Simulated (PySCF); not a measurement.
## BeBr⁺: one state, many levels of theory

State: ¹Σ⁺ (singlet), closed shell. Set-up: basis Be x2c-SVPall, Br x2c-SVPall; spin-free X2C with a Gaussian nucleus; PySCF 2.14. De refers to Be⁺ + Br in their high-spin ground configurations, without counterpoise correction. A positive dipole points towards Br; it is taken about the centre of mass and depends on that origin.

| Level | Re (Å) | ωe (cm⁻¹) | De (eV) | μ (D) |
| --- | --- | --- | --- | --- |
| RHF | 1.892 | 837 | 2.44 | -9.54 |
| RHF-MP2 | 1.900 | 832 | 3.50 | n/a |
| RHF-SCS-MP2 | 1.901 | 826 | 3.42 | n/a |
| RHF-CCSD | 1.903 | 818 | 3.40 | n/a |
| RHF-CCSD(T) | 1.907 | 812 | 3.49 | n/a |
| LDA | 1.883 | 829 | 4.55 | -8.31 |
| PBE | 1.898 | 811 | 4.03 | -8.31 |
| r²SCAN | 1.892 | 827 | 3.88 | -8.79 |
| TPSSh | 1.893 | 822 | 3.94 | -8.64 |
| PBE0 | 1.887 | 832 | 3.83 | -8.67 |
| HSE06 | 1.889 | 829 | 3.84 | -8.66 |
| M06-2X | 1.887 | 842 | 3.82 | -8.87 |

Which functional lies closest to RHF-CCSD(T) in De, which farthest, and by how much do they differ from it?

Closest is M06-2X (-2.0 pm in Re, +3.7 % in ωe, +0.33 eV in De against RHF-CCSD(T) in the same basis), farthest LDA (-2.4 pm in Re, +2.1 % in ωe, +1.06 eV in De). CCSD(T) converges more slowly with the basis than the functionals do and binds too weakly in this one, so the order can change at the basis-set limit.

What does a quarter of exact exchange do here, going from PBE to PBE0?

PBE0 less PBE: -1.1 pm in Re, +2.6 % in ωe, -0.20 eV in De. Exact exchange removes part of the self-interaction that spreads semilocal densities, and in most molecules shortens and stiffens the bond and lowers De; so it does here.

What does the step from GGA to meta-GGA do here, going from PBE to r²SCAN?

r²SCAN less PBE: -0.6 pm in Re, +2.0 % in ωe, -0.15 eV in De. 

Correlated steps freeze 9 core orbitals. Correlated levels converge slowly with the basis: in double zeta they bind strong bonds too weakly, by up to about 1 eV, and carry superposition errors of some tenths. For an ion De counts to the pair picked by the measured ionisation energies or electron affinities, which need not be the lowest pair at this level. Where the molecule has an RHF reference, its open-shell atoms are computed with UHF.
